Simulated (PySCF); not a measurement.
## Ionisation energy of Gd(47+) by level of theory

Gd(47+) [Ne] 3s2 3p5 [3p1/2^2 3p3/2^3, M_J = 3/2] → Gd(48+) [Ne] 3s2 3p4 [3p1/2^2 3p3/2^2, M_J = 2], as a difference of total energies. Computed with PySCF 2.14 in an uncontracted even-tempered set (18 s from 12 bohr⁻², ratio 2.4; 14 p from 15 bohr⁻², ratio 2.4; 4 d from 56 bohr⁻², ratio 2.6; 4 f from 85 bohr⁻², ratio 2.6), with the two-component X2C-1e Hamiltonian. Correlated levels: 1s2 frozen; the 54 highest virtual spinors dropped. "Screened" scales the spin-orbit matrix elements by Boettger's factors to mimic the two-electron term; Breit and QED terms are absent.

```json
{"method": "GHF (spin-free)", "ionisation energy (eV)": "4133.1"}
{"method": "GMP2 (spin-free)", "ionisation energy (eV)": "4134.2"}
{"method": "GHF (screened spin-orbit)", "ionisation energy (eV)": "4082.5"}
{"method": "GMP2 (screened spin-orbit)", "ionisation energy (eV)": "4083.5"}
```

Breit and QED terms and the two-electron picture change are absent.

The spin-free rows relax to the high-spin LS determinant and lack the spin-orbit shift.

The labels give the starting determinants; with spin-orbit coupling the two ends relaxed to ⟨J²⟩ = 3.75, ⟨L²⟩ = 2.02, ⟨S²⟩ = 0.77 and ⟨J²⟩ = 6.00, ⟨L²⟩ = 3.23, ⟨S²⟩ = 1.42.

For comparison: 4080 ± 4 eV (theoretical estimate listed by NIST; NIST Atomic Spectra Database, ionization energies).
